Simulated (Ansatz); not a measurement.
CH9BN2Si, SMILES `BN(C)[SiH2]N`. Charge 0, multiplicity 1. Geometry: relaxed with PBE0-D4/def2-TZVP. It is one conformer, not always the lowest.

```xyz
14

B    -0.623    1.518    0.285
N    -0.549    0.137    0.119
C    -1.727   -0.712    0.248
Si    0.930   -0.741   -0.258
N     2.345    0.191   -0.421
H    -1.681    2.024    0.540
H     0.367    2.183    0.171
H    -1.598   -1.448    1.048
H    -2.601   -0.103    0.478
H    -1.923   -1.260   -0.680
H     0.684   -1.456   -1.538
H     1.133   -1.720    0.842
H     2.774    0.603    0.392
H     2.468    0.784   -1.226
```

Problem. What is the dipole moment at PBE/def2-TZVPP? (Estimate.)

Solution. The calculation gave: 0.52 D, with components (0.32, -0.40, -0.10) D in this frame, pointing from negative to positive charge.

Problem. And with r2SCAN, B3LYP, ωB97M-V? (An estimate is asked.)

Solution. Ansatz gave: r2SCAN 0.42 D, B3LYP 0.39 D, ωB97M-V 0.35 D.

Problem. Give the Mulliken charges with PBE, B3LYP, r2SCAN in def2-TZVPP. (Estimate.)

Solution. Ansatz gave: 
```tsv
atom	PBE	B3LYP	r2SCAN
B1	-0.18	-0.15	-0.08
N2	-0.01	-0.12	-0.14
C3	-0.19	-0.19	-0.08
Si4	0.33	0.43	0.45
N5	-0.38	-0.39	-0.43
H6	-0.01	0.00	-0.03
H7	-0.02	0.00	-0.03
H8	0.10	0.11	0.07
H9	0.09	0.09	0.06
H10	0.10	0.11	0.07
H11	-0.07	-0.08	-0.08
H12	-0.07	-0.08	-0.08
H13	0.15	0.14	0.16
H14	0.15	0.14	0.16
```

B3LYP here is the variant with VWN-RPA as its local correlation; programs differ in this.
